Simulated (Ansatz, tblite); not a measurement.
Cost and result up the ladder for PbMe4 (C4H12Pb) (17 atoms). Charge 0, multiplicity 1. Geometry: B3LYP-D4/def2-SVP.

```tsv
atom	x (Å)	y (Å)	z (Å)
Pb1	0.0000	0.0002	0.0000
C2	-0.0533	-2.2506	-0.2857
H3	-0.4321	-2.7241	0.6308
H4	0.9619	-2.6145	-0.4971
H5	-0.7158	-2.4940	-1.1281
C6	0.8948	0.9759	-1.8434
H7	0.8365	2.0685	-1.7402
H8	0.3318	0.6583	-2.7321
H9	1.9455	0.6698	-1.9427
C10	1.2692	0.5019	1.8134
H11	1.3803	1.5926	1.8890
H12	2.2587	0.0364	1.7041
H13	0.7779	0.1170	2.7180
C14	-2.1105	0.7728	0.3156
H15	-2.5771	0.2262	1.1470
H16	-2.6949	0.6185	-0.6022
H17	-2.0727	1.8451	0.5536
```

Ansatz on 4 threads of Intel Xeon on a shared host; xTB runs through tblite on one thread. Times are rough, summed over both states, and most runs start from the orbitals of an earlier one. No level here is sound enough to serve as a yardstick. The other state is a doublet.

In the def2 sets Pb takes a core potential; there is no spin–orbit coupling. The xTB rows come from tblite. Correlated methods freeze 8 core orbitals; core or outer-core shells of Pb are correlated, in sets that lack core-valence functions. The rows differ in basis, and correlated rows in double-zeta sets carry the largest basis error. HOMO above LUMO, or a gap near zero within one spin, warns that the state may not be the lowest or that an electron is smeared out.

Correlated methods converge slowly with the basis, most of all in double-zeta sets.

Raw xTB energies of ions are shifted by several eV.

```
                         level  functions  wall time  vertical IE (eV)                                     remarks
                      GFN2-xTB         32    0.013 s             13.05                                           –
                      GFN1-xTB         44     0.02 s             13.79                                           –
PBE-D4/def2-TZVP (with forces)        246      9.4 s              8.76  gap within one spin near zero (+1 doublet)
              CCSD(T)/def2-SVP        142    2.2 min              9.01                                           –
```
